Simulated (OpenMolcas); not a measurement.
Computed transition rates of Ni+

- Program: OpenMolcas
- Method: MS-CASPT2, IPEA 0.25 Eh, imaginary shift 0.1 Eh (closed shells correlated: 3s 3p)
- Basis: ANO-RCC-VQZP [7s6p4d3f2g1h]
- Scalar Hamiltonian: DKH2, point nucleus
- Active space: 9 electrons in 6 orbitals (3d 4s)
- State averaging: 2S+1 = 2 even, 29 roots; 2S+1 = 4 even, 10 roots kept (CI in the orbitals of an earlier block)
- Spin-orbit coupling: RASSI with atomic mean-field integrals over the reference wave functions, term energies averaged over their components

Rates come from the transition moments of the reference wave functions (E1 and E2 in the length form). At fixed line strength A goes as λ^-3 for E1 and M1 and as λ^-5 for E2, so a rate at the computed wavelength can be rescaled to the measured one. Measured vacuum wavelengths follow from level energies in NIST Handbook of Basic Atomic Spectroscopic Data. Branching counts decays inside the model space alone, at computed energies, and the table is only a selection of the E2 and M1 lines, drawn from those between levels with measured partners whose computed energy lies within a factor of 1.5 of the measured one.

| Upper | Lower | Type | λ computed (nm) | λ measured (nm) | A computed (s-1) | A rescaled (s-1) | Branching % |
| --- | --- | --- | --- | --- | --- | --- | --- |
| 3d⁸ 4s ⁴F_3/2 | 3d⁸ 4s ⁴F_5/2 | M1 | 18350 | 18240 | 1.04e-02 | 1.06e-02 | 90.9 |
| 3d⁸ 4s ⁴F_5/2 | 3d⁸ 4s ⁴F_7/2 | M1 | 12880 | 12730 | 2.66e-02 | 2.76e-02 | 94.8 |
| 3d⁸ 4s ⁴F_7/2 | 3d⁸ 4s ⁴F_9/2 | M1 | 11040 | 10680 | 2.46e-02 | 2.72e-02 | 96.6 |
| 3d⁸ 4s ²F_5/2 | 3d⁸ 4s ²F_7/2 | M1 | 6991 | 6920 | 4.60e-02 | 4.74e-02 | 33.9 |
| 3d⁹ ²D_3/2 | 3d⁹ ²D_5/2 | M1 | 6169 | 6636 | 6.93e-02 | 5.57e-02 | 100.0 |
| 3d⁸ 4s ²F_5/2 | 3d⁸ 4s ⁴F_3/2 | M1 | 2536 | 2309 | 2.60e-02 |  | 19.1 |
| 3d⁸ 4s ²F_7/2 | 3d⁸ 4s ⁴F_9/2 | M1 | 2110 | 1939 | 8.26e-02 |  | 56.9 |
| 3d⁸ 4s ²F_5/2 | 3d⁹ ²D_3/2 | E2 | 873.1 | 741.4 | 3.23e-02 | 7.32e-02 | 23.8 |
| 3d⁸ 4s ²F_7/2 | 3d⁹ ²D_5/2 | E2 | 858.8 | 738 | 4.23e-02 | 9.03e-02 | 29.1 |
| 3d⁸ 4s ²D_3/2 | 3d⁸ 4s ⁴F_3/2 | M1 | 792.5 | 761.5 | 2.02e-01 |  | 18.8 |
| 3d⁸ 4s ²F_5/2 | 3d⁹ ²D_5/2 | E2 | 764.9 | 666.9 | 2.09e-02 | 4.15e-02 | 15.4 |
| 3d⁸ 4s ²D_3/2 | 3d⁸ 4s ⁴F_5/2 | M1 | 759.7 | 731 | 4.44e-01 |  | 41.2 |
| 3d⁸ 4s ⁴P_1/2 | 3d⁸ 4s ⁴F_3/2 | E2 | 679 | 705.6 | 3.30e-02 | 2.72e-02 | 37.9 |
| 3d⁸ 4s ⁴P_3/2 | 3d⁸ 4s ⁴F_5/2 | M1 | 664.9 | 681.5 | 3.54e-02 |  | 17.9 |
| 3d⁸ 4s ⁴P_1/2 | 3d⁸ 4s ⁴F_5/2 | E2 | 654.8 | 679.3 | 2.66e-02 | 2.21e-02 | 30.6 |
| 3d⁸ 4s ⁴P_3/2 | 3d⁸ 4s ⁴F_7/2 | E2 | 632.3 | 646.9 | 3.74e-02 | 3.34e-02 | 18.9 |
| 3d⁸ 4s ²D_3/2 | 3d⁹ ²D_3/2 | E2 | 496.8 | 448.6 | 1.28e-01 | 2.13e-01 | 11.8 |
| 3d⁸ 4s ²D_3/2 | 3d⁹ ²D_5/2 | E2 | 459.8 | 420.2 | 2.31e-01 | 3.62e-01 | 21.4 |
| 3d⁸ 4s ²G_9/2 | 3d⁸ 4s ⁴F_9/2 | M1 | 415.4 | 414.8 | 3.41e-01 |  | 13.7 |
| 3d⁸ 4s ²P_3/2 | 3d⁹ ²D_3/2 | E2 | 386.2 | 362.8 | 1.00e+00 | 1.37e+00 | 29.0 |
| 3d⁸ 4s ²P_1/2 | 3d⁹ ²D_3/2 | E2 | 378.7 | 356 | 1.75e+00 | 2.38e+00 | 50.4 |
| 3d⁸ 4s ²P_3/2 | 3d⁹ ²D_5/2 | E2 | 363.5 | 344 | 2.16e+00 | 2.85e+00 | 62.4 |
| 3d⁸ 4s ²P_1/2 | 3d⁹ ²D_5/2 | E2 | 356.8 | 337.9 | 1.56e+00 | 2.05e+00 | 44.7 |
| 3d⁸ 4s ²G_7/2 | 3d⁹ ²D_3/2 | E2 | 340.6 | 322.4 | 1.40e+00 | 1.84e+00 | 69.5 |
| 3d⁸ 4s ²G_9/2 | 3d⁹ ²D_5/2 | E2 | 322.8 | 307.7 | 1.98e+00 | 2.52e+00 | 79.4 |

Spin-changing lines and M1 lines between different terms are not rescaled, since their strength hangs on the term gaps too.

The largest correction is for 3d⁸ 4s ²F_5/2 → 3d⁹ ²D_3/2 (E2): 3.23e-02 × (873.1 / 741.4)^5 = 7.32e-02 s-1, a factor of 2.26.

The computed rate and branching of 3d⁹ ²D_3/2 → 3d⁹ ²D_5/2 give the upper level a radiative lifetime of 1.000 / 6.93e-02 s-1 = 1.44e+01 s, counting decays inside the model space alone. The rescaled rate gives about 1.8e+01 s.

These are rates of the free ion; in crystals, glasses and complexes forced electric-dipole and non-radiative decay shorten such lifetimes by orders of magnitude. No measured rate stands beside these. Rescaling mends the energy factor alone: line strengths can still be far off where a level mixes with configurations outside the active space, and weak or spin-changing lines hang on small mixing coefficients that depend on the term gaps too, so rescaling need not improve them.

Term energies are means over components that CASPT2 splits; among the terms shown or strongly mixed into the levels shown the widest spread is 1300 cm-1 (3d⁸ 4s ²F). Some levels mix across a computed gap that differs much from the measured one, so their mixing is not that of the real levels. Terms from blocks run as CI alone lack orbitals of their own. A single d shell beside an s shell can misplace configurations of different d count against each other. Computed and measured levels are paired by configuration, term and J; levels that our copy of the source lacks, or whose pairing is in doubt (as where it misses far off the trend of its configuration), stay unpaired. Levels of configurations outside the active space are missing.
